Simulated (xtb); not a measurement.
C₃H₇BF₂O, SMILES CC[C@@H](F)B(O)F. All values are semi-empirical tight-binding results from xtb (GFN2-xTB unless named), good for trends rather than for accurate numbers. Geometry optimised at GFN2-xTB. The structure was generated by enumeration; whether it is a known compound was not checked. One conformer was computed; it need not be the lowest.

Computed properties:
The orbital gap comes out as 5.82 eV. The dipole moment is 4.78 D and the zero-point energy comes out as 66.1 kcal/mol. The G − E(el) at 298.15 K (modified RRHO) is 45.3 kcal/mol. The static polarisability (D4 model) is 58.1 bohr³ and the solvation energy, GFN2-xTB/ALPB(water) is -8.3 kcal/mol. The solvation energy, GFN2-xTB/ALPB(acetone) comes out as -9.3 kcal/mol.

Computed IR lines (harmonic; lines under 4 % of the strongest left out, lines within 3 cm⁻¹ merged):
ν (cm⁻¹): 391 (w), 420 (w), 469 (w), 579 (m), 616 (w), 730 (w), 903 (s), 931 (m), 981 (m), 1105 (w), 1124 (w), 1206 (m), 1238 (s), 1262 (m), 1287 (m), 1332 (m), 1347 (vs), 2861 (w), 2967 (m), 2989 (w), 3032 (w), 3041 (w), 3053 (w), 3639 (w) (against the strongest line: vs over 80 %, s over 45 %, m over 15 %, w over 4 %, vw less)
